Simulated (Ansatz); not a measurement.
Geometry optimisation, RKS PBE/def2-SVP in Ansatz.

input.yaml

```yaml
crystal:
  periodic: [false, false, false]
  atoms:
    - { symbol: Ti, position_ang: [0.0, 0.0, 0.0] }
    - { symbol: F, position_ang: [0.0, 0.0, 2.18] }
    - { symbol: Cl, position_ang: [2.2349, 0.0, -0.7892] }
    - { symbol: Cl, position_ang: [-1.1163, 1.9339, -0.7892] }
    - { symbol: O, position_ang: [-0.9043, -1.5667, -0.6394] }
    - { symbol: Si, position_ang: [-1.786, -2.6287, 0.3184] }
    - { symbol: H, position_ang: [-1.3764, -2.4828, 1.7121] }
    - { symbol: H, position_ang: [-3.2095, -2.3281, 0.1961] }
    - { symbol: H, position_ang: [-1.5394, -3.9994, -0.1197] }
    - { symbol: Cl, position_ang: [1.4003, 2.1117, 0.8419] }
    - { symbol: H, position_ang: [0.6936, 1.0459, 2.0249] }
basis:
  gaussian: { orbitals: def2-SVP }
hamiltonian:
  xc: pbe
relax:
  f_tol: 0.15
  max_steps: 25
  restrain:
    - { distance: [0, 9], at: 2.37, k: 30.0 }
    - { distance: [10, 1], at: 0.92, k: 30.0 }
    - { distance: [0, 1], at: 3.03, k: 30.0 }
    - { distance: [10, 9], at: 2.57, k: 30.0 }
```

Run as:

```bash
$ ansatz run input.yaml --threads 4 --pin off --max-ram 5120MiB --backend cpu --events-out ev --progress --plain --runs-dir out
```

Problem. Where does it end, and by what steps?

Solution. It converged. The restraints hold the end off the free minimum; the threshold counts their pulls, which the force column leaves out. Restrained pairs: Ti1–Cl10 (2.67 → 2.34 Å), F2–H11 (1.26 → 0.93 Å), Ti1–F2 (2.18 → 3.03 Å), Cl10–H11 (1.74 → 2.56 Å). After 17 steps the energy has fallen by 2.588 eV (the restraints' own energy left out); Cl3 moved furthest, 1.51 Å.

```csv
step,energy less start (eV),largest force component (eV/Å),accepted
0,0.0000,2.686,yes
1,0.0126,2.363,yes
2,0.0097,2.096,yes
3,-0.4783,1.618,yes
4,-1.1760,1.015,yes
5,-1.6914,0.800,yes
6,-2.0261,0.872,yes
7,-2.2362,0.847,yes
8,-2.2816,0.831,yes
9,-2.3324,0.746,yes
10,-2.3620,0.756,yes
11,-2.3894,0.753,yes
12,-2.4683,0.677,yes
13,-2.5061,0.834,yes
14,-2.5553,0.811,yes
15,-2.5714,0.793,yes
16,-2.5801,0.769,yes
17,-2.5883,0.771,yes
```

```xyz
11
Properties=species:S:1:pos:R:3
Ti 0.417 0.259 -0.489
F -1.265 0.310 2.032
Cl 1.728 -0.039 -2.213
Cl -1.180 1.616 -1.115
O -0.240 -1.302 -0.068
Si -1.369 -2.368 0.649
H -0.934 -2.646 2.055
H -2.731 -1.751 0.586
H -1.326 -3.630 -0.160
Cl 1.742 1.117 1.232
H -0.446 0.519 2.427
```

Run time: 46 s on 4 threads of Intel(R) Xeon(R) Platinum 8488C (Sapphire Rapids), with other jobs on the host, peak memory 0.3 GiB.
